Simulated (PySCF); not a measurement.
WCl3, SMILES [Cl][W]([Cl])[Cl] (connectivity only; charge and spin as stated), neutral, multiplicity 4. Atoms are numbered in the order given.

```xyz
4

W      0.0000     0.0000     0.0000
Cl     2.2821     0.0000     0.0000
Cl    -1.1410    -1.9763     0.0000
Cl    -1.1410     1.9763     0.0000
```
Charge 0, spin multiplicity 4.

Coordinates come from a B3LYP-D3(BJ)/def2-SVP optimisation. The multiplicity is an assumed one; other spin states were not compared. The def2 effective core potentials stand for the cores of W; spin–orbit coupling is left out.

Computed with PBE/def2-TZVPD (PySCF).

Mulliken values depend strongly on the basis, most of all with diffuse functions as here. ESP charges are fitted to the potential on shells at 1.4 to 2.0 van der Waals radii. Atomic charges (e):

```tsv
atom	Mulliken	ESP fit	Mulliken spin
W1	0.88	0.25	3.00
Cl2	-0.29	-0.09	0.00
Cl3	-0.29	-0.08	0.00
Cl4	-0.29	-0.08	0.00
```
